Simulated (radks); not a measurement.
The numbers below are computed, except where a source is named.
Trend from Zr to Cd: ionisation energy by Delta-SCF between NIST ground configurations, and size. Level of theory: Dirac Kohn-Sham, PBEsol, spin-unpolarised, spherical densities, finite nucleus; open shells fill j = l - 1/2 first; Fermi nuclear charge, rms radius of each element as measured or else 0.836 A^(1/3) + 0.57 fm (a radial shooting solver on a logarithmic mesh with Libxc functionals).

| species | configuration | IE (eV) | NIST (eV) | kind | -e(HOMO) (eV) | outermost | <r> outermost (bohr) |
|---|---|---|---|---|---|---|---|
| Zr | [Kr] 4d2 5s2 | 7.156 | 6.634 | exp. | 3.654 (4d3/2) | 5s1/2 | 3.71 |
| Nb | [Kr] 4d4 5s1 | 6.623 | 6.759 | exp. | 3.076 (4d3/2) | 5s1/2 | 3.71 |
| Mo | [Kr] 4d5 5s1 | 6.882 | 7.092 | exp. | 3.625 (4d5/2) | 5s1/2 | 3.57 |
| Tc | [Kr] 4d5 5s2 | 8.177 | 7.119 | exp. | 5.065 (5s1/2) | 5s1/2 | 3.29 |
| Ru | [Kr] 4d7 5s1 | 7.288 | 7.361 | exp. | 4.258 (5s1/2) | 5s1/2 | 3.36 |
| Rh | [Kr] 4d8 5s1 | 7.455 | 7.459 | exp. | 4.320 (5s1/2) | 5s1/2 | 3.28 |
| Pd | [Kr] 4d10 | 8.933 | 8.337 | exp. | 3.884 (4d5/2) | 4d5/2 | 1.60 |
| Ag | [Kr] 4d10 5s1 | 7.748 | 7.576 | exp. | 4.422 (5s1/2) | 5s1/2 | 3.13 |
| Cd | [Kr] 4d10 5s2 | 9.310 | 8.994 | exp. | 5.700 (5s1/2) | 5s1/2 | 2.88 |

Reference values: NIST Atomic Spectra Database (exp. = measured, semi-emp. = semi-empirical, theory = theoretical value adopted there). Spin polarisation and multiplet splitting are left out, so open shells lie too high by an amount that depends on their filling.

Beside tabulated values, note that spin-unpolarised runs miss the spin-polarisation part of the exchange energy of open shells.
